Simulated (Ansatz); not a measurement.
Reaction (redistribution): `C#[C][Hf]([F])([Cl])[Cl]` + `[CH3][Bi]([F])[Cl]` → `C#[C][Hf]([Cl])([Cl])[Cl]` + `[CH3][Bi]([F])[F]`

Computed with Ansatz on PBE0-D4/def2-TZVP structures; ΔE is electronic, products minus reactants. CCSD(T)/CBS adds triple-zeta CCSD(T) − MP2 to the extrapolated MP2 energy (def2 sets, frozen cores). def2 core potentials past Kr. For Bi, Hf outer-core shells are correlated without core-valence functions, which leaves a few kJ/mol of doubt a bond.

```
                    species  CCSD(T)/CBS(def2) energy (Eh)
 `C#[C][Hf]([F])([Cl])[Cl]`                    -1144.14428
       `[CH3][Bi]([F])[Cl]`                     -813.67105
`C#[C][Hf]([Cl])([Cl])[Cl]`                    -1504.12469
        `[CH3][Bi]([F])[F]`                     -453.67018
```

(1) Work out ΔE.

Largest T1 diagnostic among the species: 0.015.

Results:

(1) ΔE = (-1504.12469) + (-453.67018) − (-1144.14428) − (-813.67105) = 0.02046 Eh = +12.8 kcal/mol.

Leaving LDA and LC-ωPBE aside and taking each functional with its dispersion term where it has one, the values, not all of them listed here, spread over 2.2 kcal/mol, from B97M-V to BHLYP-D4. In def2-TZVPP, CCSD(T) changes the Hartree–Fock value by −1.6 kcal/mol (the triples alone add −0.5 kcal/mol) and MP2 by −1.9 kcal/mol.
